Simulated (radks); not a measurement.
These are the eigenvalues of the occupied orbitals of an atom or ion with whole-number occupations (Ry). Method: non-relativistic Kohn-Sham, PBEsol, spin-polarised, spherical densities, point nucleus; computed with a radial shooting solver on a logarithmic mesh with Libxc functionals.

| orbital | eigenvalue |
|---|---|
| 1s down | -431.2078 |
| 1s up | -431.2069 |
| 2s up | -51.29695 |
| 2s down | -51.19042 |
| 2p up | -44.04144 |
| 2p down | -43.96107 |
| 3s up | -8.26227 |
| 3s down | -8.00760 |
| 3p up | -6.22585 |
| 3p down | -5.97441 |
| 3d up | -2.98473 |

Which element is it, and in what charge state? The configuration may be excited. Open shells, if any, are filled with parallel spins first.

Answer. Z = 24, chromium, charge +3: Cr3+ in [Ar] 3d3. The list shows which subshells hold electrons but not how many an open one holds; the 1s level, -215.6 hartree, gives Z - s = 20.8 by -(Z - s)^2/2, which with screening narrows Z to a few neighbours, and the depths of the outer levels then fix element, charge and occupations together.
